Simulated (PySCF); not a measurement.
**Constants of BaF, step by step**

State: ²Σ⁺, doublet, unpaired electrons σ ↑. De refers to Ba + F. ROHF-based CCSD(T) in PySCF 2.14 with Ba cc-pwCVDZ-X2C, F aug-cc-pVDZ-DK and Ba cc-pwCVTZ-X2C, F aug-cc-pVTZ-DK (frozen core orbitals: 24; spin-free X2C with a Gaussian nucleus). Correlation energies are extrapolated as n⁻³ (n = 2, 3), Hartree–Fock as (n+1)·exp(−9√n). CV is the change on freezing 23 orbitals instead, in Ba cc-pwCVTZ-X2C, F cc-pCVTZ-DK.

| Level | Re (Å) | ωe (cm⁻¹) | ωexe (cm⁻¹) | αe (cm⁻¹) | De (eV) |
| --- | --- | --- | --- | --- | --- |
| CCSD(T)/DZ | 2.2375 | 445.5 | 1.90 | 0.00120 | 5.424 |
| CCSD(T)/TZ | 2.1926 | 457.0 | 1.78 | 0.00116 | 5.773 |
| HF/CBS | 2.2093 | 448.2 | 1.68 | 0.00110 | 4.578 |
| MP2/CBS | 2.1816 | 461.1 | 1.80 | 0.00117 | 6.209 |
| CCSD/CBS | 2.1844 | 460.6 | 1.76 | 0.00114 | 5.774 |
| CCSD(T)/CBS | 2.1830 | 461.8 | 1.77 | 0.00115 | 5.886 |
| CCSD(T)/CBS+CV | 2.1825 | 462.0 | 1.77 | 0.00115 | 5.892 |

Task: How much is left between CCSD(T)/TZ and the basis-set limit, and how much do the triples give at the limit?

Result: CCSD(T)/CBS less CCSD(T)/TZ: -9.6 mÅ in Re, +4.8 cm⁻¹ in ωe and +0.113 eV in De. CCSD(T)/CBS less CCSD/CBS: -1.4 mÅ in Re, +1.2 cm⁻¹ in ωe and +0.112 eV in De.

Task: What do the later terms add?

Result: CV: -0.5 mÅ in Re, +0.2 cm⁻¹ in ωe and +0.006 eV in De, each against the row above.

The T1 diagnostic is 0.021. The state was picked by a PBE0 search and need not be the measured ground state. Spin–orbit coupling, excitations beyond (T) and corrections to the Born–Oppenheimer picture are left out, and spin–orbit coupling matters for open p, d or f shells this heavy.

The whole job (state search and all basis sets along the bond) took about 50 min on 4 threads of Arm Neoverse V1 (shared host), peak memory 13 GiB.
